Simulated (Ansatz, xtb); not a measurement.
# H6Si2Sn: 8 structures ranked

8 gas-phase structures of H6Si2Sn, found in a search over its isomers (lower ones may exist). Each was relaxed with GFN2-xTB; where two conformers were screened, the lower at r2SCAN-D4/def2-SVP//GFN2-xTB is listed:

A. `[SiH3][Sn][SiH3]`, a singlet
B. a singlet given by its coordinates
C. `[SiH3][SiH2][SnH]`, a triplet
D. `[SiH][SnH2][SiH3]`, a singlet
E. a singlet given by its coordinates
F. `[SiH3][Si][SnH3]`, a singlet
G. `[SiH3][Sn][SiH3]`, a triplet
H. `[SiH3][SiH2][SnH]`, a singlet

B (Å):

```yaml
atoms:
  - { symbol: Si, position_ang: [-0.7756, -1.0709, -1.0142] }
  - { symbol: Si, position_ang: [0.2415, 0.0778, 2.2108] }
  - { symbol: Sn, position_ang: [-1.1493, 1.0594, 0.2464] }
  - { symbol: H, position_ang: [-1.5961, -2.2922, -0.9447] }
  - { symbol: H, position_ang: [0.1304, -1.5506, -2.0666] }
  - { symbol: H, position_ang: [0.3168, 1.6442, -0.5580] }
  - { symbol: H, position_ang: [1.5930, -0.4027, 1.9330] }
  - { symbol: H, position_ang: [-0.4341, -1.0550, 2.8519] }
  - { symbol: H, position_ang: [0.3847, 1.0826, 3.2634] }
```

Close contacts (Å): Si1–Sn3 2.50, Si2–Sn3 2.60, Si1–H4 1.47, Si1–H5 1.47, Si2–H7 1.46, Si2–H8 1.47, Si2–H9 1.46, Sn3–H6 1.77.

E (Å):

```csv
atom,x (Å),y (Å),z (Å)
Si,-1.4251,-0.7128,-0.2069
Si,0.5405,-0.9820,1.0309
Sn,2.4926,0.5828,1.6413
H,-1.9479,-1.9819,-0.7385
H,-1.2010,0.1321,-1.3849
H,-2.5408,-0.1072,0.5307
H,0.0469,-2.0296,1.9661
H,0.9838,0.9518,2.6892
H,1.7470,1.5721,0.2990
```

Close contacts (Å): Si1–Si2 2.34, Si2–Sn3 2.58, Si1–H4 1.47, Si1–H5 1.47, Si1–H6 1.47, Si2–H7 1.49, Sn3–H8 1.87, Sn3–H9 1.83.

Question: Which do you expect lowest at r2SCAN-D4/def2-SVP//GFN2-xTB, and how would the others follow?

Answer: Calculated order at r2SCAN-D4/def2-SVP//GFN2-xTB: A (0.0), H (2.3), G (10.8), C (22.9), B (23.6), E (31.4), D (40.2), F (44.2) kcal/mol. Less than 1 kcal/mol parts C and B, so the order within that pair means little.

Energies above the lowest of each column, in kcal/mol; the last columns are at r2SCAN-D4/def2-SVP geometries and were run for some of them only (a dash: not run or not comparable):

```csv
structure,GFN2-xTB,HF/STO-3G,r2SCAN-D4/def2-SVP//GFN2-xTB,r2SCAN-D4/def2-SVP,CCSD(T)/def2-TZVP
A,0.0,10.5,0.0,0.0,0.0
H,4.4,17.2,2.3,4.5,5.0
G,–,0.0,10.8,13.0,15.1
C,–,22.3,22.9,–,–
B,1.2,51.4,23.6,–,–
E,8.3,72.7,31.4,–,–
D,27.8,28.6,40.2,–,–
F,39.6,34.0,44.2,–,–
```

CCSD(T)/def2-TZVP puts A lowest of those it was run on; HF/STO-3G picks G. Some further structures that were screened fall inside this span and aren't listed. Flexible structures stand in one conformer each, not always the lowest. Frequencies (r2SCAN-D4/def2-SVP) were run for A, G, H alone. GFN2-xTB has no spin polarisation and isn't compared across spin states. Open shells are spin-unrestricted. Atoms past krypton carry core potentials in the def2 sets, without spin–orbit terms.

Over these structures GFN2-xTB departs from r2SCAN-D4/def2-SVP//GFN2-xTB by 9.2 kcal/mol on average once a common shift is removed. A GFN2-xTB relaxation took about 0.42 s and the r2SCAN-D4/def2-SVP//GFN2-xTB energy about 2.4 s on a shared host (Ansatz 0.2.0, xtb 6.7.1).
